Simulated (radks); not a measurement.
Problem. The mean radii <r> (bohr) of the occupied orbitals of an atom or ion are listed with their occupations. Calculated with a radial shooting solver on a logarithmic mesh with Libxc functionals: non-relativistic Kohn-Sham, PBE, spin-polarised, spherical densities, point nucleus.

orbital  occ.      <r>
1s up       1  0.02488
1s down     1  0.02488
2s up       1   0.1062
2s down     1   0.1062
2p up       3  0.09018
2p down     3  0.09018
3s up       1   0.2760
3s down     1   0.2759
3p up       3   0.2658
3p down     3   0.2657
3d up       5   0.2371
3d down     5   0.2369
4s up       1   0.6221
4s down     1   0.6221
4p up       3   0.6378
4p down     3   0.6377
4d up       5   0.6765
4d down     5   0.6761
5s up       1    1.390
5s down     1    1.399
5p up       3    1.498
5p down     1    1.513
4f up       3   0.8143

Name the element and its charge. Open shells, if any, are filled with parallel spins first.

Solution. Z = 61, promethium, charge +6: Pm6+ in [Kr] 4d10 4f3 5s2 5p4. The 1s radius gives Z: for a bare nucleus <r> = 1.5/Z, 0.02459 bohr for Z = 61, and screening makes it slightly larger (0.02488 here). The occupations add up to 55, and the charge is Z minus that.
